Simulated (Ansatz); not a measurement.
`O=C=NB(F)F` + H₂ → `O=C=NBF` + H–F at 600 K and 1 bar (hydrogenolysis of a B–F bond).

Program: Ansatz. Geometries: PBE0-D4/def2-TZVP. ΔE: electronic, gas phase. CCSD(T)/CBS is the MP2 limit (def2-TZVPP, def2-QZVPP) plus CCSD(T) − MP2 in def2-TZVPP, frozen cores. This one scheme is used for every species. One conformer a species, not always the lowest.

```csv
species,CCSD(T)/CBS energy (Eh),H − E (kJ/mol),S (J/(mol·K))
`O=C=NB(F)F`,-392.46591,107.2,384.3
H₂,-1.17544,43.9,150.8
`O=C=NBF`,-293.20193,117.8,358.3
H–F,-100.39570,42.3,194.0
```

H − E and S are ideal-gas, rigid-rotor, harmonic terms from PBE0-D4/def2-TZVP, for one conformer and one mirror image of each species. The MP2-based limit puts H₂ 0.8 mEh under its directly extrapolated value; such offsets cancel only in part. 1 Eh = 2625.50 kJ/mol, R = 8.31446 J/(mol·K).

Q: By hand: ΔE, ΔH, ΔS and ΔG.

A: ΔE = (-293.20193) + (-100.39570) − (-392.46591) − (-1.17544) = 0.04372 Eh = 114.8 kJ/mol. Δ(H − E) = 117.8 + 42.3 − 107.2 − 43.9 = 9.0, so ΔH = 123.8 kJ/mol. ΔS = 358.3 + 194.0 − 384.3 − 150.8 = 17.2 J/(mol·K). ΔG = 123.8 − 600 × (17.2)/1000 = 113.5 kJ/mol.

Q: By hand: the equilibrium constant, and the temperature at which ΔG would vanish if ΔH and ΔS stayed fixed.

A: log₁₀ K = −ΔG/(RT ln 10) = -9.9. ΔG = 0 at ΔH/ΔS = 7198 K, far beyond where these terms or the molecules hold.

ΔH outweighs TΔS. A doubt of 5 kJ/mol in ΔE shifts log₁₀ K by 0.4 here. Other conformers and mirror images would add mixing entropy, several J/(mol·K) or more a flexible species. These are equilibria of isolated gas molecules and say nothing of rates. Largest T1 diagnostic: 0.016 (customary marks: 0.02 for closed shells, 0.045 for open ones).
